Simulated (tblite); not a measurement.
F4OW, triplet, geometry from GFN2-xTB (such geometries of metal compounds can be far from the true shape) (the multiplicity is a formal guess); GFN1-xTB (tblite 0.6.0).

Input for tblite:
```
$ tblite run mol.xyz --method gfn1 --charge 0 --spin 2 --etemp 2000 --json tblite.json --no-restart

# file mol.xyz
6

W      0.00598230    -0.11943623     0.00686820
O      0.77186584    -0.29401191     1.58536866
F     -1.38401109     0.59329445    -0.98806262
F      0.84075976     1.65576388     0.57782267
F      1.08375515     0.38021473    -1.46950309
F     -1.27579459    -1.38589798     0.41405455
```

Output, abridged:

```
xTB calculator
 | screened Coulomb repulsion
 | Coulomb electrostatics
 |  * isotropic Klopman-Ohno-Mataga-Nishimoto electrostatics
 |  * onsite third-order electrostatics
 | DFT-D3(BJ) dispersion correction

halogen bonding energy    0.0000000000000E+00 Eh
repulsion energy          3.5496571670684E-02 Eh
dispersion energy        -1.4674460970607E-03 Eh
number of electrons       4.0000000000000E+01 e
integral cutoff           3.6814730210589E+01 bohr

------------------------------------------------------------
  cycle        total energy    energy error   density error
------------------------------------------------------------
      1     -27.37625426520  -2.7410283E+01   1.0436430E+00
      2     -27.52843165008  -1.5217738E-01   4.7616988E-01
      3     -27.41312135654   1.1531029E-01   3.6963891E-01
      4     -27.60778087990  -1.9465952E-01   1.4725911E-01
      5     -27.63369283763  -2.5911958E-02   9.4639594E-02
      6     -27.64249081579  -8.7979782E-03   3.2771034E-02
      7     -27.64387334429  -1.3825285E-03   1.4550519E-02
      8     -27.64428756950  -4.1422521E-04   3.4677624E-03
      9     -27.64428477890   2.7906009E-06   2.8227524E-03
     10     -27.64430271033  -1.7931432E-05   1.2701955E-03
     11     -27.64430616777  -3.4574360E-06   3.3143901E-04
     12     -27.64430643857  -2.7080032E-07   5.7653196E-05
     13     -27.64430644202  -3.4496885E-09   4.4912121E-05
     14     -27.64430644692  -4.9044893E-09   6.0825192E-06
------------------------------------------------------------

electronic energy        -2.7678335572497E+01 Eh
total energy             -2.7644306446924E+01 Eh

Post processing:
 | Mayer-Wiberg bond orders

[Info] JSON dump of results written to 'tblite.json'
```
